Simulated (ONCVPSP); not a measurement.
**Configuration tests for beryllium (Be) (ONCV)**

ONCVPSP 4.0.1 input, shortened (lines: element, Z, core and valence counts, functional; n l f; lmax; l rc ep ncon nbas qcut; lloc lpopt rc5 dvloc0; l nproj debl; icmod fcfact rcfact), revPBE, non-relativistic:

```
  Be 4.00    0    2  -102130      upf
    1    0    2.00
    2    0    2.00
    2
    0    0.75    0.00    3    7   16.60
    1    0.60    0.10    5    8   11.50
    2    0.65    0.16    4    7   12.80
    4    5    0.40    3.00
    0    2    0.50
    1    1    1.70
    2    3    1.60
    0    0.00    0.00
```

Energies are relative to the spin-unpolarised reference configuration 1s2 2s2; without spin polarisation the order of configurations can differ from experiment.

```tsv
valence configuration	charge	ΔE all-electron (eV)	error AE − PS (meV)
1s2 2s1	+1	9.556	+0.4
1s2 2s1.5	+0.5	3.764	+0.1
1s2 2s1 2p1	0	3.644	+0.8
```

Task: What are ΔE and the potential's error for 1s2 2s0?

Result: ΔE = 27.526 eV all-electron; the error (AE − PS) is +3.2 meV.

Note: ghosts flagged at negative energy: d at -31.2 eV; no localised positive-energy state flagged. A true bound ghost makes a file unfit for plane-wave use.
